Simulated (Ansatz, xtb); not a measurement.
# Two isomers of C5H7ClO2

We compare a, `O=C[C@@H]1OCC[C@H]1Cl`, a singlet, with b, `O=C[C@@H]1C[C@@H](Cl)CO1`, a singlet. Both are isolated molecules in the gas phase, relaxed with PBE0-D3(BJ)/def2-SVP, each in the lowest conformer that the search found.

Quicker runs give these differences E(b) − E(a): GFN2-xTB +0.04 kcal/mol; HF/STO-3G −0.64 kcal/mol (at GFN2-xTB geometries); r2SCAN-D4/def2-SVP +1.14 kcal/mol (at GFN2-xTB geometries).

**Question.** Estimate which is lower in electronic energy at CCSD(T)/def2-SVP + ΔMP2/def2-TZVPP, and by roughly how much.

**Answer.** CCSD(T)/def2-SVP + ΔMP2/def2-TZVPP gives E(b) − E(a) = +0.35 kcal/mol, slightly favouring structure a, which is too small a margin to settle the true order.

Level by level:

| level | geometry | E(b) − E(a) (kcal/mol) | departure from the last row (kcal/mol) | job, with rough time for the two |
| --- | --- | --- | --- | --- |
| GFN2-xTB | GFN2-xTB | +0.04 | −0.32 | optimisation, 0.39 s |
| HF/STO-3G | GFN2-xTB | −0.64 | −0.99 | single point, 0.8 s |
| r2SCAN-D4/def2-SVP | GFN2-xTB | +1.14 | +0.79 | single point, 8.4 s |
| PBE0-D3(BJ)/def2-SVP | PBE0-D3(BJ)/def2-SVP | +0.71 | +0.35 | optimisation, 3.1 min |
| HF/def2-SVP | PBE0-D3(BJ)/def2-SVP | +0.02 | −0.33 | part of the CCSD(T) run |
| MP2/def2-SVP | PBE0-D3(BJ)/def2-SVP | +0.86 | +0.51 | part of the CCSD(T) run |
| CCSD(T)/def2-SVP | PBE0-D3(BJ)/def2-SVP | +0.69 | +0.33 | single point |
| CCSD(T)/def2-SVP + ΔMP2/def2-TZVPP | PBE0-D3(BJ)/def2-SVP | +0.35 |  | single point, 3.7 min |

As drawn, both hold the same kinds of bond in the same numbers.

The largest departure from CCSD(T)/def2-SVP + ΔMP2/def2-TZVPP is that of HF/STO-3G, 0.99 kcal/mol. The last row adds to CCSD(T) the change of the MP2 difference between the two basis sets, here −0.33 kcal/mol.

With thermal terms from frequencies at re-optimised GFN2-xTB minima (ideal gas, soft modes damped towards free rotors, one conformer each, 298.15 K, 1 atm): on the last row, ΔE + ΔZPE = +0.55, ΔH = +0.47, ΔG = +0.62 kcal/mol.

The correlated steps freeze 12 core orbitals. Run with Ansatz 0.2.0, xtb 6.7.1; the last row on 2 threads of Arm Neoverse V1 on a shared host.
